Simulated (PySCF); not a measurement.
Several compounds and their computed core spectra got separated.

Theory: delta-SCF UKS SCAN, pcX-2 on the ionised atom, pcseg-1 elsewhere, spin-free X2C (PySCF 2.14.0). Geometries: PBE0-D3(BJ)/def2-SVP; isolated species, one conformer each.

Line lists (1s up to Mg, 2p3/2 beyond; areas count atoms within a level, one atom standing for each set equivalent by bonding):
1. C 1s: 291.98 eV; O 1s: 538.98 eV; Si 2p3/2: 107.99 eV; Cl 2p3/2: 206.32 eV
2. C 1s: 290.51 eV; Si 2p3/2: 106.45 (area 1), 106.63 (area 1), 107.02 (area 1) eV; Cl 2p3/2: 205.52 eV
3. C 1s: 290.23 (area 1), 291.01 (area 1), 291.21 (area 1), 292.50 (area 1) eV; F 1s: 692.58 eV

Structures:
A. `O[SiH](O)CCl`
B. `C[SiH2][Si@H]([SiH3])Cl`
C. `C/C=C(\C)F`

Question: Match each list to its structure.

Answer: 
- 1 = A: no other candidate has this set of levels. C 1s: 291.98 sp3 C–Cl carbon; O 1s: 538.98 silanol oxygen (×2); Si 2p3/2: 107.99 oxygen-bound silicon; Cl 2p3/2: 206.32 alkyl chlorine.
- 2 = B: no other candidate has this set of levels. C 1s: 290.51 Si-methyl carbon; Si 2p3/2: 106.45 SiH2 silicon, 106.63 SiH3 silicon, 107.02 chlorine-bound silicon; Cl 2p3/2: 205.52 silicon-bound chlorine.
- 3 = C: no other candidate has this set of levels. C 1s: 290.23 alkene CH carbon, 291.01 allylic carbon, 291.21 allylic carbon, 292.50 vinylic C–F carbon; F 1s: 692.58 vinyl fluorine.

Spin–orbit and ligand-field terms were added within each 2p shell after the spin-free SCF.
